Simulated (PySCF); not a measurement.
**NMR data sheet: C6H11NOSi**

```yaml
Formula: C6H11NOSi
SMILES: C[SiH2]c1ccc(CN)o1
InChI: InChI=1S/C6H11NOSi/c1-9-6-3-2-5(4-7)8-6/h2-3H,4,7,9H2,1H3
Point_group_of_the_computed_structure: C1
Degrees_of_unsaturation: 3
Carbon_signals: 6
Proton_signals: 6
```

Bonds (- single, = double, # triple, : aromatic): C1-Si2, Si2-C3, C3:C4, C4:C5, C5:C6, C6-C7, C7-N8, C6:O9, O9:C3. C1 carries H10, H11, H12; Si2 carries H13, H14; C4 carries H15; C5 carries H16; C7 carries H17, H18; N8 carries H19, H20.

Computational details: GFN2-xTB geometry, NMR shieldings at PBE0/pcSseg-1/GIAO, in PySCF 2.14 (a single conformation, non-relativistic Hamiltonian, fast rotation and ring inversion assumed for equivalent nuclei, no solvent model).

Scale: 1H and 13C and 29Si against TMS; 15N against NH3; H2O for 17O (reference shieldings calculated alike).

| carbon | δC, type | δH (multiplicity) | HMBC from (2–3 bonds) | span of the C tensor (ppm) |
| --- | --- | --- | --- | --- |
| C1 | -9.3, CH3 | 0.37 (t) | H13/H14 | 8 |
| C3 | 154.0, C | – | H15, H16, H13/H14, H10/H11/H12 | 139 |
| C4 | 129.8, CH | 6.93 (m) | H16, H13/H14 | 198 |
| C5 | 111.8, CH | 6.44 (m) | H15, H17/H18 | 166 |
| C6 | 173.5, C | – | H15, H16, H17/H18 | 163 |
| C7 | 45.4, CH2 | 3.96 (s) | H16 | 40 |

Other nuclei:
```tsv
atoms	nucleus	environment	δ (ppm)	σ (ppm)
H13/H14	1H	hydrogen on a silicon bonded to 2 C	4.74	26.98
H19/H20	1H	hydrogen on an amine nitrogen	0.78	30.94
Si2	29Si	silicon bonded to 2 C, 2 H	-60.0	409.2
N8	15N	amine nitrogen	54.4	213.4
O9	17O	aromatic ring oxygen	324.1	12.0
```

1. Carbon types of the structure: 2 × C, 2 × CH, 1 × CH2, 1 × CH3, leaving 4 H on heteroatoms.
2. δC 173.5, 154.0: substituted aromatic carbon next to the ring oxygen.
3. δC 129.8, 111.8: aromatic CH.
4. δH 6.93, 6.44: hydrogen on an aromatic CH; aromatic region.
5. δH 0.78: hydrogen on an amine nitrogen; exchangeable, gas-phase position.
6. δH 0.37: hydrogen on a methyl carbon bonded to Si; an electropositive neighbour shields it, as in TMS itself.

The OH or NH signal is concentration- and solvent-dependent in practice; the value given is the gas-phase one. Shifts are as computed. Against solution values, carbons near 30 ppm lie about +3 ppm off and those near 130 ppm about +5 ppm. Of 1309 compounds with measured shifts, 239 miss one by over three times the rms of a fit or turn the order of signals round; such compounds aren't used in these exercises. Unscaled 17O shifts of doubly bonded oxygen tend to come out too high, by tens of ppm or more. Experimental scales use liquid or dissolved standards, which lie at an offset from isolated NH3 (liquid NH3: subtract about 20 ppm) and H2O (liquid H2O: subtract about 36 ppm). No couplings were computed; multiplicities are counted from neighbouring protons, with m where these are inequivalent, close in shift, in a saturated or five-membered ring or joined by F or P, and br s for small geminal =CH2 splittings.
